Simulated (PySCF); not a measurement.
Sn(CF3)2(H)2, SMILES F[C](F)([SnH2][C](F)(F)F)F (C2H2F6Sn), B3LYP/def2-SVP optimised geometry.

```
11

Sn     0.17    -1.40     0.00
C     -0.54     0.70     0.00
F     -0.14     1.32     1.13
F     -1.88     0.79    -0.06
F     -0.04     1.40    -1.04
C     -0.54    -2.37    -1.86
F     -1.89    -2.45    -1.91
F     -0.14    -1.72    -2.96
F     -0.06    -3.63    -1.94
H     -0.53    -2.21     1.34
H      1.88    -1.40     0.00
```

Density from B3LYP/def2-TZVP, def2 effective core potentials past Kr (PySCF 2.14.0) at that geometry. The core electrons that the potentials of Sn replace are not part of the density.

Minimum of the electron density along straight lines between bonded atoms, close to the bond critical point (lines longer than 1.1 times the sum of covalent radii, or with two minima, are not listed):

| bond | length / Å | ρ at the minimum / e bohr⁻³ | ∇²ρ there / e bohr⁻⁵ | position (fraction from the first atom) |
|---|---|---|---|---|
| Sn1–C2 | 2.217 | 0.100 | 0.12 | 0.50 |
| C2–F3 | 1.348 | 0.279 | -0.47 | 0.34 |
| C2–F4 | 1.345 | 0.281 | -0.46 | 0.34 |
| C2–F5 | 1.345 | 0.281 | -0.46 | 0.34 |
| Sn1–C6 | 2.216 | 0.100 | 0.12 | 0.50 |
| C6–F7 | 1.345 | 0.281 | -0.46 | 0.34 |
| C6–F8 | 1.345 | 0.281 | -0.46 | 0.34 |
| C6–F9 | 1.348 | 0.279 | -0.47 | 0.34 |
| Sn1–H10 | 1.711 | 0.114 | 0.07 | 0.63 |
| Sn1–H11 | 1.711 | 0.114 | 0.07 | 0.63 |
